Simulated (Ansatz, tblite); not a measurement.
Removing and adding an electron: `Cc1cc(-c2sc(-c3sc(S)cc3C)cc2C)sc1S`. Charge 0, multiplicity 1. Geometry: r2SCAN-D4/def2-SVP. Ansatz, gas phase; energy differences of separate SCF runs; the oxidised species was run as a doublet alone; the reduced species was run as a doublet alone.

The xTB rows come from tblite. Single mean-field runs in def2-TZVP are fitted with def2-universal-jkfit.

| level | −HOMO (eV) | vertical IE (eV) | −LUMO (eV) | vertical EA (eV) | HOMO–LUMO gap (eV) | IE − EA (eV) | remarks |
| --- | --- | --- | --- | --- | --- | --- | --- |
| PBE-D4/def2-TZVP | 4.79 | 6.56 | 2.61 | 0.96 | 2.18 | 5.60 | HOMO above zero (-1 doublet) |
| B97M-V/def2-TZVP | 4.88 | 6.56 | 2.52 | 0.87 | 2.36 | 5.69 | HOMO above zero (-1 doublet) |
| PBE0-D4/def2-TZVP | 5.58 | 6.76 | 1.99 | 0.89 | 3.59 | 5.87 | HOMO above zero (-1 doublet) |

Estimate the rows for GFN1-xTB, GFN2-xTB.


```json
{"level": "GFN1-xTB", "−HOMO (eV)": "10.27", "vertical IE (eV)": "12.15", "−LUMO (eV)": "8.22", "vertical EA (eV)": "6.28", "HOMO–LUMO gap (eV)": "2.05", "IE − EA (eV)": "5.86"}
{"level": "GFN2-xTB", "−HOMO (eV)": "9.91", "vertical IE (eV)": "11.65", "−LUMO (eV)": "7.94", "vertical EA (eV)": "6.16", "HOMO–LUMO gap (eV)": "1.98", "IE − EA (eV)": "5.49"}
```

Relaxing the reduced species (r2SCAN-D4/def2-SVP) changes its energy by -0.16 eV at PBE-D4/def2-TZVP, so the adiabatic electron affinity to this nearest minimum is 1.11 eV. At PBE0-D4/def2-TZVP it is 0.98 eV. The highest occupied level of the relaxed charge -1 doublet lies above zero (up to 0.47 eV). By energy differences its removal costs 1.11 eV (each at its own geometry, to the charge 0 singlet, at PBE-D4/def2-TZVP); self-interaction error and the lack of diffuse functions both raise the level.     A HOMO above zero means that the electron is unbound at that level or that self-interaction error raises the level; the energy of removing that electron tells which. Raw xTB energy differences between charge states are shifted by several eV; the methods need an empirical correction for them. Sets without diffuse functions give affinities that are too small.
